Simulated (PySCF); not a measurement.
Coordinates in bohr (charge 0 multiplicity 1):
```
Ge    0.7011    0.0000    0.0000
O    -1.4180    2.6365    0.0000
O    -1.4180   -2.6365    0.0000
H    -3.2070    2.3203    0.0000
H    -3.2070   -2.3203    0.0000
```

Computed with PBE0/[Ge def2-TZVP, O def2-TZVP, H def2-TZVP], no relativity, density fitting, PySCF.

This geometry of Ge(OH)₂ is a stationary point at this level.

Question: What is the point group?

Answer: C2v.

Question: Is it a minimum?

Answer: Yes: all harmonic wavenumbers are real.

Question: Give the atomic charges and bond orders.

Answer: 
| atom | Mulliken | Löwdin | polar tensor | Mayer order to Ge1 |
| --- | --- | --- | --- | --- |
| Ge1 | 0.54 | 0.29 | 1.10 | – |
| O2,3 | -0.56 | -0.28 | -0.79 | 1.06 |
| H4,5 | 0.29 | 0.14 | 0.24 | 0.05 |
Other Mayer orders above 0.3: O–H 0.89 (×2).

Question: What is the atomisation energy, with and without zero-point energy?

Answer: 1725 kJ/mol without, 1656 kJ/mol with.

Only a few start shapes were tried, so a lower isomer may exist.
